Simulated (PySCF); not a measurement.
**C₆ coefficients of unlike pairs at revPBE**

Calculated with PySCF 2.14 from the dipole response of each species, C₆(A,B) = (3/π) ∫ α_A(iu) α_B(iu) du, in atomic units, from isotropic polarisabilities. For ions this is the dispersion term alone; charge-induced terms of lower order in 1/R come first.

```json
{"species": "Rb⁺", "configuration": "[Kr] (1S)", "basis": "x2c-QZVPPall with one added diffuse shell each of s, p, d, f, g type (14s9p8d4f3g)", "relativity": "spin-free X2C", "α (bohr³)": "9.404", "C₆ (like pair)": "56.37"}
{"species": "P³⁺", "configuration": "[Ne] 3s2 (1S)", "basis": "aug-cc-pCVTZ-DK (8s7p5d3f)", "relativity": "spin-free X2C", "α (bohr³)": "6.744", "C₆ (like pair)": "17.08"}
{"species": "F⁺", "configuration": "[He] 2s2 2p4 (3P)", "basis": "dyall-acv3z (15s9p4d2f)", "relativity": "spin-free X2C", "α (bohr³)": "1.857", "C₆ (like pair)": "3.495"}
```

Problem. Estimate C₆ for P³⁺ with Rb⁺.

Solution. The integral gives 30.05. The combination rule 2 C_A C_B / (C_A α_B/α_A + C_B α_A/α_B) gives 29.98 and the geometric mean 31.03.

No spin-orbit coupling is included.

The other pairs:

```tsv
pair	C₆
F⁺, Rb⁺	13.64
F⁺, P³⁺	6.906
```
